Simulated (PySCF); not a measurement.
A side-by-side comparison of computed properties.

First species: Chloromethylgermane, CH₅ClGe.
Z-matrix (Å and degrees, PBE0-D3(BJ)/def2-SVP geometry), rows numbered from 1:
```
Cl
C   1  1.7871
Ge  2  1.9665  1  110.09
H   2  1.0986  1  108.04  3  -121.50
H   2  1.0986  1  108.01  3   121.36
H   3  1.5362  2  108.81  1    60.47
H   3  1.5360  2  108.95  1   -59.60
H   3  1.5417  2  109.32  1  -179.61
```

Second species: C4H12BP.
SMILES: `CB(C)P(C)C`

Levels: B3LYP/def2-SVPD for dipole moment, HOMO energy, LUMO energy, HOMO–LUMO gap, static isotropic polarisability and electronic spatial extent ⟨r²⟩ about the centre of nuclear charge; TDDFT B3LYP/def2-SVPD for lowest singlet excitation; TDA B3LYP/def2-SVPD for lowest triplet excitation (Tamm–Dancoff); ΔSCF B3LYP/def2-SVPD for vertical ionisation energy; PBE0-D3(BJ)/def2-SVP for rotational constant A and rotational constant C. Geometries: PBE0-D3(BJ)/def2-SVP. Each structure is a single optimised conformer of the isolated species, non-relativistic unless stated; the electronic structure was computed with PySCF and density fitting.

Dipoles, sizes and rotational constants follow the conformer. The torsions of the flexible species, by atom-mapped SMILES:
- `[CH3:1][B:2]([CH3:3])[P:4]([CH3:5])[CH3:6]`: C1–B2–P4–C5 150°

Values for the first species:

| Property | Result |
| --- | --- |
| Dipole moment | 1.74 D |
| HOMO energy | -7.86 eV |
| LUMO energy | -0.29 eV |
| HOMO–LUMO gap | 7.57 eV |
| Lowest singlet excitation | 6.49 eV |
| Lowest triplet excitation (Tamm–Dancoff) | 5.88 eV |
| Static isotropic polarisability | 60.3 au |
| Vertical ionisation energy | 10.32 eV |
| Electronic spatial extent ⟨r²⟩ about the centre of nuclear charge | 568 bohr² |
| Rotational constant A | 20.554 GHz |
| Rotational constant C | 1.957 GHz |

Question: Estimate the same properties for the second species, and the change in each.

Answer: 
```tsv
property	first	second	second less first
dipole moment	1.74 D	1.28 D	-0.46 D
HOMO energy	-7.86 eV	-5.89 eV	+1.97 eV
LUMO energy	-0.29 eV	-0.95 eV	-0.66 eV
HOMO–LUMO gap	7.57 eV	4.94 eV	-2.63 eV
lowest singlet excitation	6.49 eV	4.37 eV	-2.12 eV
lowest triplet excitation (Tamm–Dancoff)	5.88 eV	3.20 eV	-2.68 eV
static isotropic polarisability	60.3 au	95.4 au	+35.1 au
vertical ionisation energy	10.32 eV	7.97 eV	-2.35 eV
electronic spatial extent ⟨r²⟩ about the centre of nuclear charge	568 bohr²	933 bohr²	+365 bohr²
rotational constant A	20.554 GHz	3.353 GHz	-17.201 GHz
rotational constant C	1.957 GHz	1.429 GHz	-0.528 GHz
```

On the first: The ΔSCF ionisation energy exceeds −ε(HOMO) by 2.46 eV with B3LYP. S1 lies 1.08 eV below the HOMO–LUMO gap; its leading configuration is HOMO→LUMO, weight 0.93. Relativistic effects, spin–orbit coupling among them, are left out although an element past zinc is present.

On the second: The principal polarisabilities are 76.6, 97.8 and 111.8 au; their mean is the isotropic value. The vertical singlet–triplet gap S1 − T1 is 1.17 eV (TDDFT singlet less Tamm–Dancoff triplet; S1: HOMO→LUMO, weight 0.96; T1: HOMO→LUMO, weight 0.98).
